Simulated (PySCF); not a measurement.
HI₂Si, SMILES I[SiH]I (connectivity only; charge and spin as stated), charge +1, multiplicity 1.

Coordinates come from a B3LYP-D3(BJ)/def2-SVP optimisation. The multiplicity is an assumed one; other spin states were not compared. The isomer is the one that the SMILES or the coordinates give; other isomers of the formula were not compared. The def2 effective core potentials stand for the cores of I; spin–orbit coupling is left out.

Calculation: CAM-B3LYP/def2-TZVPD (PySCF).

Symmetry labels are those of the subgroup C2v that the program uses (full group C2v).

List the valence orbital energies around the gap with their symmetry. (Estimate from the structure and the level; the computed values follow.)


```
orbital  symmetry  energy (eV)
-------  --------  -----------
HOMO−7         B2       -26.94
HOMO−6         A1       -21.59
HOMO−5         A1       -17.61
HOMO−4         B2       -16.87
HOMO−3         B1       -15.46
HOMO−2         A1       -14.73
HOMO−1         A2       -14.51
HOMO           B2       -14.36
LUMO           B1        -7.46
LUMO+1         A1        -6.29
LUMO+2         B2        -4.04
LUMO+3         A1        -3.36
```
